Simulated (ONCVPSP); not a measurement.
## Transferability test, ONCV potential for Mn

| Property | Result |
| --- | --- |
| Element | manganese (Mn) |
| Generator | ONCVPSP 4.0.1 |
| Type | optimised norm-conserving Vanderbilt (ONCV) |
| Functional | PBEsol |
| Relativity | scalar-relativistic |
| Frozen core | [Ne] |
| Valence charge | 15 |
| Reference configuration | 3s2 3p6 3d5 4s2 |
| Partial waves | 3s+4s: rc 1.30 bohr, ncon 4, nbas 9, qcut 8.9 1/bohr, 2 projectors; 3p: rc 1.40 bohr, ncon 4, nbas 7, qcut 8.1 1/bohr, 2 projectors, debl 2.5 Ha; 3d: rc 1.35 bohr, ncon 5, nbas 9, qcut 12 1/bohr, 3 projectors, debl 1.6 Ha |
| Local potential | polynomial inside 1.00 bohr (lpopt 3, dvloc0 6 Ha) |
| Core correction | Teter function, fcfact 4, rcfact 1.35 |

Energies are relative to the spin-unpolarised reference configuration 3s2 3p6 3d5 4s2; without spin polarisation the order of configurations can differ from experiment.

```tsv
valence configuration	charge	ΔE all-electron (eV)	error AE − PS (meV)
3s2 3p6 3d5 4s1	+1	8.433	-0.2
3s2 3p6 3d4 4s0	+3	56.425	+1.4
```

**Question.** What are ΔE and the potential's error for 3s2 3p6 3d5 4s1.5?

**Answer.** ΔE = 3.371 eV all-electron; the error (AE − PS) is -0.2 meV.

**Question.** What are ΔE and the potential's error for 3s2 3p6 3d5 4s0?

**Answer.** ΔE = 23.945 eV all-electron; the error (AE − PS) is +0.4 meV.
